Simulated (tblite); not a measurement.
Species: C₇H₁₁NSi.
Cartesian coordinates in Å at the GFN2-xTB level; atoms count from 1:
```
atom  x, y, z in Å
C1     2.6723   -0.4796   -0.2435
N2     2.3883    0.2809    0.7627
C3     1.0023    0.1211    1.0093
Si4    0.1219    1.7136    0.3656
C5    -1.6753    1.1070    0.1594
C6    -1.7457   -0.1983   -0.6349
C7    -0.9173   -1.3182    0.0155
C8     0.5123   -0.9229    0.0890
C9     1.5587   -1.2439   -0.7121
H10    3.6671   -0.4984   -0.6561
H11    0.7742    0.0083    2.0655
H12    0.2575    2.7828    1.3538
H13    0.6977    2.0841   -0.9280
H14   -2.1353    0.9515    1.1379
H15   -2.2741    1.8641   -0.3471
H16   -2.7845   -0.5292   -0.7132
H17   -1.3740   -0.0291   -1.6483
H18   -1.0238   -2.2330   -0.5716
H19   -1.3049   -1.5068    1.0206
H20    1.5772   -1.9435   -1.5274
```

Method: GFN2-xTB as coded in tblite; computed harmonic values from a numerical Hessian at the method's own geometry, unscaled. The method is semi-empirical: single wavenumbers can be off by several per cent or more. Modes of hydrogen on silicon can be 10 to 20 % off. One conformer, not necessarily the lowest.

Harmonic wavenumbers (cm⁻¹): 102.7, 112.7, 206.0, 242.1, 293.6, 325.6, 414.4, 474.9, 528.4, 542.6, 600.4, 629.4, 657.9, 713.7, 755.3, 762.2, 789.7, 835.1, 851.5, 878.4, 889.5, 921.0, 970.9, 973.7, 994.9, 1045.9, 1064.7, 1082.8, 1102.2, 1155.6, 1165.6, 1200.5, 1219.2, 1283.9, 1290.1, 1317.5, 1332.1, 1339.8, 1473.1, 1479.0, 1495.0, 1508.6, 1615.9, 2271.8, 2280.6, 2951.4, 2957.1, 2965.7, 2976.0, 2981.8, 2993.8, 2995.8, 3109.1, 3135.5.

A = 2347, B = 1409, C = 1002 MHz; mass 137.066 u (most abundant isotopes); point group C1, symmetry number 1.

**Question.** What is the zero-point energy?

**Answer.** ½Σν̃ = 35128 cm⁻¹ = 420.23 kJ/mol.

**Question.** What is S at 400 K and 1 bar for an ideal gas of classical rigid rotors and harmonic oscillators?

**Answer.** Translation 176.33, rotation 124.85, vibration 126.04: S = 427.2 J/(mol K).

**Question.** And Cp and H(400 K) − H(0)?

**Answer.** Cp = 204.36 J/(mol K), of which vibrations give 171.10 (their classical limit is 54 R = 449.0); H(400 K) − H(0) = 43.24 kJ/mol without the zero-point energy, 29.94 from vibrations.

**Question.** How do the functions run with temperature in this model?

**Answer.** 
```tsv
T (K)	S (J/(mol K))	Cp (J/(mol K))	H − H(0) (kJ/mol)	G − H(0) (kJ/mol)	ln q(vib)
150	298.4	79.9	7.86	-36.91	1.29
250	350.1	128.1	18.17	-69.35	3.02
298.15	374.8	153.6	24.95	-86.80	3.97
600	525.5	280.0	92.20	-223.07	10.87
900	653.4	349.2	187.54	-400.48	18.05
```

q(vib) and H(0) count from the zero-point level.

**Question.** What must be added to the electronic energy to get the Gibbs energy at 400 K and 1 bar?

**Answer.** ZPE + [H(400 K) − H(0)] − T·S = 420.23 + 43.24 − 170.89 = 292.58 kJ/mol.

Hindered rotation and anharmonicity are outside this model. Other conformers, if any are populated, would add a mixing term that is left out. The structure is chiral; the term R ln 2 for an equal mix with its mirror image is left out.
